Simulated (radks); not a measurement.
Task: Ionisation ladder of tellurium, from Te44+ to Te51+. Each ion is in the ground configuration listed by NIST, and IE = E(next ion) - E(this ion), with E = 0 for the bare nucleus. Calculated with a radial shooting solver on a logarithmic mesh with Libxc functionals: scalar-relativistic Kohn-Sham, PBE, spin-polarised, spherical densities, finite nucleus; open shells are filled with parallel spins first (spin-orbit coupling, left out, can overturn this in heavy ions); Fermi nuclear charge, rms radius 4.7423 fm.

species  configuration  IE, Delta-SCF (eV)  -e(HOMO) (eV)     HOMO
Te44+     [He] 2s2 2p4              7550.2         7446.1  2p down
Te45+     [He] 2s2 2p3                   ?         7730.1    2p up
Te46+     [He] 2s2 2p2              8067.7         7956.7    2p up
Te47+     [He] 2s2 2p1                   ?         8181.5    2p up
Te48+         [He] 2s2                   ?         8754.9       2s
Te49+         [He] 2s1                   ?         8971.7    2s up
Te50+             [He]               37278          36940       1s
Te51+              1s1               38209          37867    1s up

Estimate the withheld Delta-SCF values.

Result: Te45+: 7841.7 eV (NIST 7714); Te47+: 8290.5 eV (NIST 8499); Te48+: 8838.7 eV (NIST 8821); Te49+: 9056.5 eV (NIST 9040.8).
